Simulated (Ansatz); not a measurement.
HfSi5, relaxed as a singlet with RKS PBE0-D4/def2-SVP in Ansatz, starting from the GFN2-xTB geometry. Force threshold 0.02 eV/Å.

In the def2 sets Hf takes a core potential; there is no spin–orbit coupling. The restricted singlet is unstable towards broken spin symmetry in Hartree–Fock (as tested in another run); at PBE0-D4/def2-SVP this wasn't settled. Another isomer (singlet) lies 2.06 eV lower at PBE0-D4/def2-TZVP; other spin states weren't run for this one.

Start:

```xyz
6

Hf   -1.357    1.219    1.093
Si   -0.962   -1.187    1.940
Si    0.876    0.807   -1.336
Si    0.890    2.254    0.359
Si    0.999   -1.392   -1.889
Si   -0.445   -1.701   -0.167
```

**Question.** Estimate the energy that the relaxation releases and the steps that it takes.

**Answer.** 54.0 kcal/mol, in 10 steps; 26 s on 4 threads of Arm Neoverse V2 on a shared host. No frequencies were taken in this run, so the end may be a saddle point.

**Question.** Does the start keep its bonding and symmetry?

**Answer.** Bonds formed: Si3–Si6 (atoms count from 1).

**Question.** Predict the relaxed structure.

**Answer.** 
Cartesian coordinates in Å:
```
Hf -1.1909 0.8644 0.4612
Si -1.2921 -1.2784 1.8216
Si 0.9336 0.7292 -1.0814
Si 0.9211 2.3557 0.4267
Si 0.3065 -1.2374 -1.9634
Si 0.3218 -1.4335 0.3352
```
Bond lengths: 5 × Si–Si 2.20 to 2.66 Å; 4 × Hf–Si 2.54 to 2.75 Å.
